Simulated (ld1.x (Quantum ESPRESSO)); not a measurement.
# Ir (Z = 77): variants of one TM potential

Base potential:

* Element: iridium
* Generator: ld1.x (Quantum ESPRESSO) 7.5
* Type: norm-conserving Troullier–Martins (Kleinman–Bylander form)
* Functional: PBEsol
* Relativity: scalar-relativistic
* Frozen core: [Kr] 4d10 4f14
* Valence charge: 17
* Reference configuration: 5s2 5p6 5d7 6s0 6p0 (charge +2)
* Partial waves: 5s (bound): rc 1.65 bohr; 5p (bound): rc 1.00 bohr; 5d (bound): rc 1.30 bohr
* Local potential: all-electron potential smoothed inside 0.95 bohr (lloc = -1)
* Core correction: Bessel-smoothed model core inside 0.50 bohr

Cutoffs, loose and tight: the cutoffs (Ry, on a coarse ladder) from which the occupation-weighted sum of valence levels, in a spherical-Bessel basis at the reference potential, stays within 10 and 1 mRy of its value at 400 Ry. They do not see the model core or the augmentation charge, which bear on the density cutoff. Test errors are all-electron minus pseudo excitation energies from the reference, over the configurations 5s2 5p6 5d7 6s2 6p0; 5s2 5p6 5d7 6s1 6p0; 5s2 5p6 5d6 6s0 6p0; 5s2 5p6 5d8 6s0 6p0; 5s2 5p5 5d7 6s2 6p0; 5s1 5p6 5d7 6s2 6p0; 5s2 5p6 5d5 6s0 6p0. A dash means not determined; rows that change the core or the reference have their own tests. The largest error is taken over the tests solved by every variant that gives reliable tests at all: 5s2 5p6 5d5 6s0 6p0; 5s2 5p6 5d6 6s0 6p0; 5s2 5p6 5d8 6s0 6p0.

A true bound ghost makes a file unfit for plane-wave use even where its test errors are small: the radial tests pick states by their node count and pass the ghost by. Where a test does run into it, the solver fails or the error is huge.

| change | outcome | cutoff, loose | cutoff, tight | bound ghosts | largest test error (meV) |
| --- | --- | --- | --- | --- | --- |
| base | generated | 140 Ry | 230 Ry | s | -17 |
| wave 5d (bound): rc 1.30 bohr becomes 5d (bound): rc 0.90 bohr | generated | over 300 Ry | over 300 Ry | s | +1.7 |
| wave 5d (bound): rc 1.30 bohr becomes 5d (bound): rc 1.18 bohr | generated | 140 Ry | 230 Ry | s | -15 |
| wave 5d (bound): rc 1.30 bohr becomes 5d (bound): rc 1.42 bohr | generated | 140 Ry | 230 Ry | s | -18 |
| wave 5d (bound): rc 1.30 bohr becomes 5d (bound): rc 1.60 bohr | generated | 140 Ry | 230 Ry | s | -18 |
| wave 5d (bound): rc 1.30 bohr becomes 5d (bound): rc 1.78 bohr | generated | 140 Ry | 230 Ry | s | -18 |
| wave 5d (bound): rc 1.30 bohr becomes 5d (bound): rc 1.88 bohr | generated | 140 Ry | 230 Ry | s | -18 |

Task: What comes out with this change to the base: wave 5d (bound): rc 1.30 bohr becomes 5d (bound): rc 1.08 bohr?

Result: outcome: generated; cutoff, loose: 140 Ry; cutoff, tight: 230 Ry; bound ghosts: s; largest test error (meV): -11.

Reading the sweep of the d radius (base included, trends over the rows without a ghost): Bound ghosts are found at 0.9, 1.08, 1.18, 1.3, 1.42, 1.6, 1.78, 1.88 bohr. Every judged row has one, so this setting neither creates nor removes them.
